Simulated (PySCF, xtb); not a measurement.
C₃H₆FNSi, SMILES F[C@@H]1CN=C[SiH2]1. The values are those of a single conformer.

Harmonic wavenumbers (cm⁻¹) from GFN2-xTB (xtb 6.7.1) at its own minimum, in rising order: 59, 254, 315, 371, 466, 500, 524, 605, 634, 701, 746, 786, 802, 909, 978, 1014, 1051, 1153, 1180, 1234, 1285, 1302, 1433, 1683, 2289, 2336, 2935, 2948, 2967, 3037.

Question: What does TPSSh-D3(BJ)/def2-SVP (PySCF) give at its own minimum? (Estimate from the structure and the level; the computed values follow.)

Answer: 97, 235, 306, 368, 509, 563, 618, 635, 686, 749, 823, 862, 904, 932, 958, 1003, 1070, 1163, 1240, 1300, 1324, 1337, 1436, 1654, 2246, 2282, 3038, 3082, 3095, 3109. Paired by order, the mean absolute difference is 50 cm⁻¹ and the zero-point energies are 52.2 and 53.8 kcal/mol.
